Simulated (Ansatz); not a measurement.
Consider the cleavage of the Si–Si bond: `N[SiH]([SiH3])CCl` + `BN` → `BN[SiH3]` + `N[SiH2]CCl`.

Program: Ansatz. Geometries: PBE0-D4/def2-TZVP. ΔE: electronic, gas phase. CBS: MP2 limit from def2 TZ/QZ plus the TZ coupled-cluster correction, frozen cores. This one scheme is used for every species. Functionals use def2-TZVPP. B3LYP here is the variant with VWN-RPA as its local correlation; programs differ in this. Each species was taken in one conformer, which may not be the lowest.

`N[SiH]([SiH3])CCl`:

Cartesian coordinates in Å:
```
N -1.728 0.040 -0.944
Si -0.094 0.346 -0.516
Si 0.991 -1.687 -0.079
C 0.093 1.464 1.002
Cl 1.838 1.660 1.342
H -2.298 -0.644 -0.476
H -2.278 0.693 -1.475
H 0.536 1.076 -1.647
H 2.464 -1.530 0.019
H 0.487 -2.255 1.205
H 0.682 -2.661 -1.163
H -0.368 1.038 1.893
H -0.324 2.459 0.839
```

`BN`:

Z-matrix (Å, degrees):
```
B
N 1 1.385
H 1 1.197 2 119.0
H 1 1.197 2 119.0 3 -180.0
H 2 1.006 1 123.2 3 -0.0
H 2 1.006 1 123.2 3 180.0
```

`BN[SiH3]`:

Cartesian coordinates in Å:
```
B 0.722 1.328 -0.379
N -0.252 0.332 -0.504
Si -0.415 -1.097 0.485
H 1.547 1.228 0.483
H 0.715 2.261 -1.132
H -0.931 0.453 -1.244
H -1.741 -1.113 1.156
H 0.671 -1.071 1.490
H -0.316 -2.321 -0.354
```

`N[SiH2]CCl`:

Cartesian coordinates in Å:
```
N 0.478 1.073 -1.236
Si 0.639 -0.324 -0.261
C -0.781 -0.627 0.945
Cl -0.946 0.804 2.008
H 0.472 1.986 -0.810
H -0.095 1.053 -2.063
H 1.869 -0.210 0.560
H 0.704 -1.501 -1.170
H -1.738 -0.764 0.440
H -0.602 -1.491 1.587
```

(1) Is it downhill or uphill in electronic energy at CCSD(T)/CBS, and by how much? (An estimate is asked.)

(2) What do these levels give: PBE0-D4, ωB97M-V, B2PLYP, PBE, r2SCAN, PBE0, B3LYP, MP2/def2-TZVPP, CCSD(T)/def2-TZVPP, HF/def2-QZVPP, SCS-MP2/def2-QZVPP, CCSD/CBS(def2)? (Estimate.)

Largest T1 diagnostic among the species: 0.012.

Answers

(1) The calculation gave: Downhill: ΔE = -10.1 kcal/mol.

(2) Computed: PBE0-D4 -6.2, ωB97M-V -10.4, B2PLYP -10.9, PBE -5.3, r2SCAN -8.5, PBE0 -7.0, B3LYP -10.1, MP2/def2-TZVPP -11.7, CCSD(T)/def2-TZVPP -10.2, HF/def2-QZVPP -15.5, SCS-MP2/def2-QZVPP -12.7, CCSD/CBS(def2) -10.8 kcal/mol.

From PBE to PBE0 (25 % exact exchange), in def2-TZVPP and without D4, ΔE moves by −1.6 kcal/mol. In def2-TZVPP, CCSD(T) changes the Hartree–Fock value by +5.0 kcal/mol (the triples alone add +0.7 kcal/mol) and MP2 by +3.5 kcal/mol.
